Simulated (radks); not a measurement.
Ionisation of neutral gadolinium, [Xe] 4f7 5d1 6s2, to [Xe] 4f7 5d1 6s1 as the strength of local exchange is varied. Method: scalar-relativistic Kohn-Sham, Slater X-alpha exchange (alpha = 2/3 is LDA exchange), no correlation, spin-unpolarised, spherical densities, finite nucleus; Fermi nuclear charge, rms radius 5.1569 fm; computed with a radial shooting solver on a logarithmic mesh with Libxc functionals.

alpha,E(Gd) (hartree),exchange (hartree),IE (eV),-e of the level emptied (eV),<r> of it (bohr)
0.667,-11256.4722,-234.6154,5.974,3.442 (6s),4.044
0.802,-11304.2415,-283.3432,6.658,4.054 (6s),3.907
0.809,-11306.7241,-285.8811,6.695,4.087 (6s),3.900
0.918,-11345.4550,-325.5411,7.282,4.625 (6s),3.794
0.948,-11356.1387,-336.5036,7.448,4.779 (6s),3.766
0.966,-11362.5539,-343.0907,7.548,4.872 (6s),3.749
1.026,-11383.9646,-365.1003,7.889,5.190 (6s),3.694

NIST Atomic Spectra Database: 6.150 eV (measured). The Delta-SCF value meets it near alpha = 0.70. Spin polarisation and multiplet splitting are left out, so open shells lie too high by an amount that depends on their filling. Spin-orbit splitting is averaged out at the scalar-relativistic level.

Beside tabulated values, note that spin-unpolarised runs miss the spin-polarisation part of the exchange energy of open shells.
